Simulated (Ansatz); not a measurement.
BF₃⁻, relaxed as a doublet with UKS PBE-D4/def2-TZVPD in Ansatz, starting from the PBE-D4/def2-TZVP geometry of the neutral singlet. Force threshold 0.02 eV/Å.

The highest occupied level of the relaxed charge -1 doublet lies above zero (up to 2.08 eV). By energy differences it is unbound by 0.38 eV (each at its own geometry, against the charge 0 singlet, at PBE-D4/def2-TZVPD) and held by the finite basis.

Start:

```xyz
4

B     0.0000    0.0000    0.0000
F     0.3641   -1.2591    0.1993
F    -1.2831    0.3320    0.0318
F     0.9190    0.9271   -0.2311
```

Estimate the energy that the relaxation releases and the steps that it takes.

0.19 eV, in 12 steps; 33 s on 2 threads of Intel Xeon Platinum 8259CL on a shared host. The force fell under the threshold at step 3, but the optimiser went on and released 0.188 eV more. No frequencies were taken in this run, so the end may be a saddle point.

Does the start keep its bonding and symmetry?

By distances, no bond broke or formed. The bond that changes most is B1–F3, from 1.33 to 1.40 Å (atoms count from 1). Point group D3h at the start, C3v at the end, both within 0.05 Å.

Predict the relaxed structure.


```xyz
4

B    -0.0200   -0.0503   -0.2813
F     0.3754   -1.2583    0.2956
F    -1.2928    0.3529    0.1260
F     0.9374    0.9557   -0.1403
```
Bond lengths: 3 × B–F 1.40 Å.
